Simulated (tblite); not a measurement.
Run record: tight-binding relaxation, `C=[C]([GaH2])OCC[SiH3]`.

Computed with GFN2-xTB geometry optimisation, gas phase (tblite 0.8.0). Start geometry: from a force field or distance geometry. The input is one job of a driver script: a line of settings, then coordinates in Å.

Command:
```bash
OMP_NUM_THREADS=1 python probes_run.py task.json out
```

Input:
```
{"job": {"kind": "relax", "xc": "GFN2-xTB", "basis": "xTB"}, "charge": 0, "multiplicity": 1}
C     -1.431300     1.492400    -1.445800
C     -1.531300     0.708500    -0.383100
Ga    -3.419900     0.012800     0.413300
O     -0.353600     0.301000     0.272600
C      0.207000    -0.918800    -0.180700
C      1.464700    -1.307700     0.552100
Si     2.714000     0.055500     0.317500
H     -0.470400     1.819700    -1.798700
H     -2.305500     1.828300    -1.972600
H     -3.064800    -0.686100     1.908300
H     -3.815400     1.570500     0.819500
H     -0.525700    -1.743300     0.020700
H      0.379600    -0.806200    -1.267800
H      1.843300    -2.299200     0.233100
H      1.241200    -1.372400     1.641600
H      4.025500    -0.411000    -0.058400
H      2.792400     0.772300     1.616900
H      2.241400     0.990200    -0.700100
```

Task: Give the output.

Result: 
```
step      E/eV     max force
  0    -572.54217    2.402
  1    -572.73585    2.240
  2    -573.07498    1.632
  3    -573.30027    1.343
  4    -573.47364    0.898
  5    -573.52197    0.685
  6    -573.56213    0.503
  7    -573.59220    0.553
  8    -573.62211    0.500
  9    -573.63815    0.248
... (140 lines left out)
150    -574.21646    0.029
151    -574.21655    0.026
152    -574.21665    0.023
153    -574.21680    0.032
154    -574.21699    0.035
155    -574.21714    0.023
156    -574.21724    0.017
157    -574.21731    0.017
158    -574.21735    0.015
159    -574.21737    0.009
```

«max force» is the largest atomic force in eV/Å.

Task: From which step on does the largest force stay under 0.1 eV/Å, and how much energy is left to gain from there?

Result: From step 112 (0.073 eV/Å), 23.8 meV above the end.

In short: energy lowered by 38.6 kcal/mol over 159 steps; largest atomic force 0.009 eV/Å at the end.

Task: Where do the atoms end?

Result: 1.114 Å rms from the input after alignment:
```
atom  x, y, z in Å
C1    -1.1512    1.1606   -1.6469
C2    -1.3874    0.5572   -0.4916
Ga3   -2.2170    0.8982    1.2940
O4    -0.9320   -0.6626   -0.0413
C5     0.1295   -1.3583   -0.6791
C6     1.3622   -1.3451    0.2202
Si7    1.8942    0.4224    0.7051
H8    -0.5509    0.7562   -2.4505
H9    -1.6069    2.1194   -1.8311
H10   -2.0211   -0.2396    2.3508
H11   -3.0772    2.1720    1.7317
H12   -0.2167   -2.3853   -0.8496
H13    0.3581   -0.9023   -1.6449
H14    2.1686   -1.8733   -0.2894
H15    1.1301   -1.9102    1.1248
H16    3.0686    0.3132    1.5711
H17    0.8058    1.1175    1.4272
H18    2.2348    1.1662   -0.5121
```

Time: 2.1 s wall. Hardware: one thread, Arm Neoverse N1 (aarch64), on a shared host.
Labels such as C1 count atoms from 1, the log's own numbers from 0.
